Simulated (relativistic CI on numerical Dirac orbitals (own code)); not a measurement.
Electric-dipole lines of Kr III

Calculated at this level of theory: Dirac-Coulomb-Breit CI, orbitals from a KLI potential per configuration, QED by a radiative potential, valence Slater integrals scaled by 0.85, configuration energies shifted to the measured levels that pair with them (semi-empirical) (own radial code, finite nucleus).

Configuration list (outside the closed core [Ar] 3d10): 4s²4p⁴, 4s4p⁵, 4s²4p³4d, 4s²4p³5s, 4s²4p³5p, 4p⁶, 4s²4p³4f, 4s²4p²4d², 4s4p⁴4d, 4s²4p³6s, 4s²4p³5d, 4s4p⁴4f, 4s²4p²4f², 4s²4p³6p, 4s²4p³6d, 4s²4p³5f, 4s²4p³5g, 4s²4p³6f, 4p⁴4d², 4s4p⁴5s, 4s²4p²4d4f, 4s4p⁴5p, 4s²4p²4d5s. Levels of other configurations are missing.

| λ vac (Å) | Lower | Upper | A (s⁻¹) | gf | Branching (%) |
| --- | --- | --- | --- | --- | --- |
| 506.75 | 4s²4p⁴ ¹D2 [4] | 4s²4p³4d ¹P°1 [81] | 5.16e+09 | 5.96e-01 | 18.0 |
| 516.22 | 4s²4p⁴ ³P2 [1] | 4s²4p³4d ³P°1 [60] | 9.86e+09 | 1.18e+00 | 35.1 |
| 522.37 | 4s²4p⁴ ³P2 [1] | 4s²4p³4d ³P°2 [57] | 1.07e+10 | 2.19e+00 | 45.1 |
| 523.17 | 4s²4p⁴ ³P1 [2] | 4s²4p³4d ³P°0 [65] | 2.94e+10 | 1.21e+00 | 100.0 |
| 528.34 | 4s²4p⁴ ³P1 [2] | 4s²4p³4d ³P°1 [60] | 6.47e+09 | 8.12e-01 | 23.0 |
| 530.25 | 4s²4p⁴ ³P0 [3] | 4s²4p³4d ³P°1 [60] | 1.18e+10 | 1.49e+00 | 41.9 |
| 534.77 | 4s²4p⁴ ³P1 [2] | 4s²4p³4d ³P°2 [57] | 1.30e+10 | 2.79e+00 | 54.8 |
| 534.90 | 4s²4p⁴ ³P2 [1] | 4s²4p³4d ³D°2 [55] | 1.35e+10 | 2.89e+00 | 62.2 |
| 538.60 | 4s²4p⁴ ³P2 [1] | 4s²4p³4d ³D°3 [54] | 1.10e+10 | 3.34e+00 | 99.8 |
| 538.74 | 4s²4p⁴ ¹D2 [4] | 4s²4p³4d ¹P°1 [73] | 2.03e+10 | 2.65e+00 | 92.2 |
| 541.29 | 4s²4p⁴ ³P1 [2] | 4s²4p³4d ³D°1 [56] | 1.09e+10 | 1.44e+00 | 51.9 |
| 543.30 | 4s²4p⁴ ³P0 [3] | 4s²4p³4d ³D°1 [56] | 8.75e+09 | 1.16e+00 | 41.6 |
| 544.64 | 4s²4p⁴ ³P2 [1] | 4s²4p³4d ¹F°3 [53] | 7.39e+09 | 2.30e+00 | 91.9 |
| 545.49 | 4s²4p⁴ ¹D2 [4] | 4s²4p³4d ¹F°3 [69] | 2.63e+10 | 8.23e+00 | 100.0 |
| 547.91 | 4s²4p⁴ ³P1 [2] | 4s²4p³4d ³D°2 [55] | 7.43e+09 | 1.67e+00 | 34.3 |
| 550.81 | 4s²4p⁴ ³P2 [1] | 4s²4p³4d ³S°1 [51] | 8.79e+09 | 1.20e+00 | 56.2 |
| 551.49 | 4s²4p⁴ ¹S0 [5] | 4s²4p³4d ¹P°1 [81] | 2.33e+10 | 3.19e+00 | 81.6 |
| 551.91 | 4s²4p⁴ ³P2 [1] | 4s²4p³5s ³P°2 [50] | 3.78e+09 | 8.64e-01 | 50.6 |
| 556.30 | 4s²4p⁴ ¹D2 [4] | 4s²4p³4d ¹D°2 [61] | 1.85e+10 | 4.28e+00 | 95.2 |
| 559.17 | 4s²4p⁴ ³P2 [1] | 4s²4p³5s ³P°1 [45] | 6.50e+09 | 9.14e-01 | 82.2 |
| 564.62 | 4s²4p⁴ ³P1 [2] | 4s²4p³4d ³S°1 [51] | 4.52e+09 | 6.48e-01 | 28.9 |
| 565.78 | 4s²4p⁴ ³P1 [2] | 4s²4p³5s ³P°2 [50] | 2.94e+09 | 7.06e-01 | 39.4 |
| 566.81 | 4s²4p⁴ ³P0 [3] | 4s²4p³4d ³S°1 [51] | 2.02e+09 | 2.92e-01 | 12.9 |
| 571.95 | 4s²4p⁴ ³P2 [1] | 4s²4p³4d ³F°3 [38] | 8.00e+08 | 2.75e-01 | 99.3 |
| 573.00 | 4s²4p⁴ ³P2 [1] | 4s²4p³4d ³D°3 [37] | 6.34e+09 | 2.18e+00 | 95.2 |
| 573.36 | 4s²4p⁴ ³P1 [2] | 4s²4p³5s ³P°0 [46] | 3.76e+09 | 1.85e-01 | 100.0 |
| 580.15 | 4s²4p⁴ ³P2 [1] | 4s²4p³4d ³D°2 [35] | 1.26e+09 | 3.19e-01 | 29.1 |
| 592.14 | 4s²4p⁴ ¹D2 [4] | 4s²4p³4d ¹F°3 [53] | 6.51e+08 | 2.40e-01 | 8.1 |
| 594.31 | 4s²4p⁴ ¹D2 [4] | 4s²4p³5s ¹P°1 [52] | 5.94e+09 | 9.43e-01 | 61.6 |
| 595.50 | 4s²4p⁴ ³P1 [2] | 4s²4p³4d ³D°2 [35] | 3.01e+09 | 8.00e-01 | 69.3 |
| 603.42 | 4s²4p⁴ ³P1 [2] | 4s²4p³4d ³D°1 [32] | 1.92e+09 | 3.14e-01 | 45.9 |
| 605.85 | 4s²4p⁴ ³P2 [1] | 4s²4p³5s ³D°3 [30] | 1.42e+09 | 5.47e-01 | 97.4 |
| 605.92 | 4s²4p⁴ ³P0 [3] | 4s²4p³4d ³D°1 [32] | 2.09e+09 | 3.45e-01 | 50.1 |
| 611.13 | 4s²4p⁴ ³P2 [1] | 4s²4p³5s ³D°2 [29] | 1.18e+09 | 3.31e-01 | 74.5 |
| 637.19 | 4s²4p⁴ ¹D2 [4] | 4s²4p³5s ¹D°2 [33] | 4.71e+09 | 1.43e+00 | 86.2 |
| 656.80 | 4s²4p⁴ ¹S0 [5] | 4s²4p³5s ¹P°1 [52] | 1.64e+09 | 3.18e-01 | 17.0 |
| 662.21 | 4s²4p⁴ ³P2 [1] | 4s²4p³5s ³S°1 [19] | 3.50e+09 | 6.90e-01 | 63.9 |
| 682.28 | 4s²4p⁴ ³P1 [2] | 4s²4p³5s ³S°1 [19] | 1.41e+09 | 2.94e-01 | 25.7 |
| 2577.5 | 4s²4p³4d ⁵D°4 [13] | 4s²4p³5p ⁵P3 [43] | 2.42e+08 | 1.69e+00 | 41.7 |
| 2814.8 | 4s²4p³4d ³G°5 [26] | 4s²4p³5p ³F4 [68] | 1.95e+08 | 2.09e+00 | 37.1 |
| 3159.0 | 4s²4p³5s ⁵S°2 [15] | 4s²4p³5p ⁵P3 [43] | 2.67e+08 | 2.80e+00 | 46.0 |
| 3190.7 | 4s²4p³5s ³D°3 [30] | 4s²4p³5p ³F4 [68] | 2.29e+08 | 3.14e+00 | 43.5 |
| 3228.2 | 4s²4p³5s ⁵S°2 [15] | 4s²4p³5p ⁵P2 [42] | 2.42e+08 | 1.89e+00 | 44.2 |
| 3391.3 | 4s²4p³5s ³D°3 [30] | 4s²4p³5p ³F3 [62] | 1.45e+08 | 1.75e+00 | 28.7 |
| 3463.9 | 4s²4p³5s ³S°1 [19] | 4s²4p³5p ³P2 [48] | 1.99e+08 | 1.79e+00 | 55.0 |

Terms are leading LS components. Brackets give the number of a level in order of energy, since labels repeat. The list gives strong lines, with weight on those to low levels, without configurations that were not tied to measured data, without lines whose two gauges differ by over a factor of 2.5, among the lowest 380 of 1261 levels, so that lines to higher ones, which can be the strongest, are missing, and without lines across small gaps between configurations, and without 6 lines that miss the measured interval by over 3.5 %, start from a term whose rates miss tabulated ones by over 60 %, have gauges far apart or, lacking measured levels, span too small a gap for the errors found; lines with a level outside our table were not tested and can miss by more. Levels whose partners in the same complex of configurations lie outside the list can be far off, and so can their lines. Rates are taken at the computed energies, electric ones in the length gauge.

Configurations whose levels could be paired with our table of measured levels were shifted onto them, all but the ground configuration, by the median error of their levels; single terms can still be off by 1,000 to 2,000 cm⁻¹ or more, and rates follow the energies as ν³ (E1, M1) or ν⁵ (E2). The others borrow a shift and can be off by several thousand cm⁻¹ or more. The fine structure of a lone outer electron comes out too small, for d and f at times inverted, and misplaced configurations move strength between like terms. 62 of the 69 excited levels that our extract of the measured tables holds in this range could be paired (the sources list more); they are missed by 587 cm⁻¹ on average and 3488 at most, after the shifts were fitted to these levels, and levels without a partner can miss by more.

LS names give the leading component of a level, which can be under half, so a name can repeat, a term be missing and a line seem to break the LS rules.
